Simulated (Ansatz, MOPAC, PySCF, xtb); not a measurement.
CH4O (SMILES CO) and CH3I (SMILES CI) are pulled apart as rigid monomers along the line of their centres of mass, from the B3LYP-D3(BJ)/def2-TZVP minimum. Starting geometry (charge 0, multiplicity 1):
```xyz
11

C      0.6641     0.2762     0.2282
O     -0.6655     0.2888     0.7300
H      1.4043     0.4083     1.0249
H      0.7487     1.1087    -0.4690
H      0.8896    -0.6512    -0.3087
H     -0.7476    -0.4174     1.3828
C     -0.2552     1.5591     3.8046
I      0.0437    -0.5475     4.1822
H     -0.5243     1.6437     2.7575
H     -1.0523     1.8889     4.4604
H      0.6796     2.0586     4.0306
```

Interaction energies with rigid monomers; basis-set methods are counterpoise corrected unless marked otherwise.

Frozen-core correlation. Filled d and f shells under p-block atoms count as core. The state that PM6 reach isn't checked.

The values were computed with Ansatz (Gaussian basis) for Hartree–Fock, density functionals and correlated methods; MOPAC for PM6 (differences of heats of formation); PySCF for the dispersion terms; xtb for the GFN methods. Each number belongs to the level named beside it. In def2 rows elements past Kr take small-core potentials, without spin–orbit coupling.

```csv
O2···H9 (Å),PM6 (kcal/mol),GFN1-xTB (kcal/mol),PBE-D3(BJ)/def2-TZVPPD (kcal/mol),MP2/def2-SVPD (kcal/mol),CCSD(T)/def2-SVPD (kcal/mol)
2.27,-3.09,___,-3.78,-1.75,-1.52
2.44,-3.27,-3.58,-4.41,-3.02,-2.91
2.72,-2.49,-2.38,-3.81,-2.96,___
3.23,-1.30,-1.01,-2.23,-1.83,-1.82
4.10,-0.52,-0.35,-0.82,-0.72,-0.71
```

Some entries are withheld; supply them.


- 2.27, GFN1-xTB (kcal/mol): -3.86
- 2.72, CCSD(T)/def2-SVPD (kcal/mol): -2.93

Ansatz is an electronic-structure program.
